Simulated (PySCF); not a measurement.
Predicted microwave data (CAM-B3LYP/def2-SVPD in PySCF (dipole) on a GFN2-xTB geometry, gas phase) for one isomer of C6H7PS:

- Rotational constants: A = 3080, B = 972.0, C = 742.6 MHz
- Dipole components: |μa| = 0.84 D, |μb| = 0.07 D, |μc| = 0.10 D
- Inertial defect: -3.52 u·Å²
- κ: -0.80

**Question.** Which candidate fits, each taken in the one conformer that was computed?
A. `[cH:1]1[p:2][cH:3][c:4]([CH:5]2[CH2:6][CH2:7]2)[s:8]1` with C3–C4–C5–C6 149°
B. `[CH3:1][S:2][c:3]1[cH:4][cH:5][cH:6][p:7][cH:8]1` with C1–S2–C3–C4 -176°
C. `[cH:1]1[p:2][c:3]([CH:4]2[CH2:5][CH2:6]2)[cH:7][s:8]1` with P2–C3–C4–C5 36°

**Answer.** B. It is CSc1cccpc1, an asymmetric top. The candidates at the same level (rigid rotor, commonest isotopes):

```json
{"SMILES": "c1pc(C2CC2)cs1", "A (MHz)": "3509", "B (MHz)": "1010", "C (MHz)": "835.6", "μa (D)": "0.40", "μb (D)": "1.17", "μc (D)": "0.00", "Δ (u·Å²)": "-39.46", "point group": "Cs", "rotor": "asymmetric top"}
{"SMILES": "c1pcc(C2CC2)s1", "A (MHz)": "3651", "B (MHz)": "1001", "C (MHz)": "836.9", "μa (D)": "2.11", "μb (D)": "0.08", "μc (D)": "0.01", "Δ (u·Å²)": "-39.46", "point group": "near Cs", "rotor": "asymmetric top"}
{"SMILES": "CSc1cccpc1", "A (MHz)": "3080", "B (MHz)": "972.0", "C (MHz)": "742.6", "μa (D)": "0.84", "μb (D)": "0.07", "μc (D)": "0.10", "Δ (u·Å²)": "-3.52", "point group": "near Cs", "rotor": "asymmetric top"}
```

`c1pc(C2CC2)cs1` has A 14 % too high; `c1pcc(C2CC2)s1` has A 19 % too high. No structure here is proved a minimum.
